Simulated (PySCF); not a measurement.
Vertical excitations of a molecule C2H5ClSi from TDDFT-LC-ωPBE/def2-SVPD (PySCF 2.14.0), as energy in eV (oscillator strength): 6.76 (0.002), 7.28 (0.413), 7.79 (0.061), 8.21 (0.018), 8.39 (0.041), 8.79 (0.012), 8.90 (0.008), 9.05 (0.059), 9.16 (0.009), 9.19 (0.013). Lowest triplet (TDA): 4.05 eV. Coordinates come from a ωB97X-D3(BJ)/def2-SVP optimisation. One conformer was computed; it need not be the lowest.

Problem. Pick the molecule that these values belong to.
(A) [SiH3]/C=C\Cl
(B) C=C[SiH2]Cl
(C) C=C([SiH3])Cl

Solution. B, C=C[SiH2]Cl
